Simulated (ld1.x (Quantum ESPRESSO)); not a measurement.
## What one change does to a pseudopotential (phosphorus (P), TM)

phosphorus (P), norm-conserving Troullier–Martins (Kleinman–Bylander form), made with ld1.x (Quantum ESPRESSO) 7.5 (PBE, scalar-relativistic). Core [Ne], reference 3s2 3p3. Waves: 3s (bound): rc 1.30 bohr; 3p (bound): rc 1.60 bohr. Local part: all-electron potential smoothed inside 1.40 bohr (lloc = -2). Core correction: a·sin(br)/r model core, default radius (core density twice the valence density).

Change: wave 3s (bound): rc 1.30 bohr becomes 3s (bound): rc 1.56 bohr.

Cutoffs: the cutoffs (Ry, on a coarse ladder) from which the occupation-weighted sum of valence levels, in a spherical-Bessel basis at the reference potential, stays within 10 and 1 mRy of its value at 400 Ry; they do not see the model core or the augmentation charge, which bear on the density cutoff. Errors are all-electron minus pseudo energies relative to the spin-unpolarised reference configuration.

Task: Predict the effect on cutoff, ghosts and configuration errors.

Result: The potential gets softer (35 Ry and 80 Ry → 21 Ry and 50 Ry); the errors of the 7 common tests hardly move; neither file shows a bound ghost. A larger radius leaves more room for a smooth pseudo-wave, so fewer plane waves are needed.

| quantity | base | changed |
| --- | --- | --- |
| cutoff, loose | 35 Ry | 21 Ry |
| cutoff, tight | 80 Ry | 50 Ry |
| bound ghosts | none | none |
| error for 3s2 3p2, meV [ΔE 9.73 eV] | +3.5 | +3.4 |
| error for 3s2 3p1, meV [ΔE 28.88 eV] | +26 | +25 |
| error for 3s2 3p0, meV [ΔE 58.62 eV] | +91 | +86 |
| error for 3s1 3p0, meV [ΔE 110.62 eV] | +213 | +208 |
| error for 3s2 3p3.3, meV [ΔE -1.31 eV] | +0.2 | +0.2 |
| error for 3s1 3p3, meV [ΔE 18.85 eV] | +6.4 | +7.0 |
| error for 3s2 3p2.5, meV [ΔE 3.77 eV] | +0.5 | +0.5 |
| s: phases at 1.75 bohr within 0.05 rad from the reference energy up to (Ry; the scan ends near 5) | 2.9 | 3.1 |
| p: phases at 1.75 bohr within 0.05 rad from the reference energy up to (Ry; the scan ends near 5) | to the end of the scan | to the end of the scan |
